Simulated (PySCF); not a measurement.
Job for PySCF: R-HF/STO-3G on BrF, a point of a bond scan (R = 1.597 Å).

```python
from pyscf import gto, scf, dft, mp
from pyscf.data.elements import chemcore

mol = gto.M(
    atom='''
    Br   -0.00000000   -0.00000000   -0.36293761
    F     0.00000000    0.00000000    1.23398788
    ''',
    basis='sto-3g',
    charge=0, spin=0, verbose=3, max_memory=1800)
mf = scf.RHF(mol)
mf.conv_tol = 1e-8
mf.max_cycle = 100
mf.kernel()
if not mf.converged:
    mf = mf.newton().run(mf.mo_coeff, mf.mo_occ)
```

Program output:

```
converged SCF energy = -2642.60478817705
```

The calculation finished and met its thresholds.

Cost: very roughly 0.05 core-seconds.
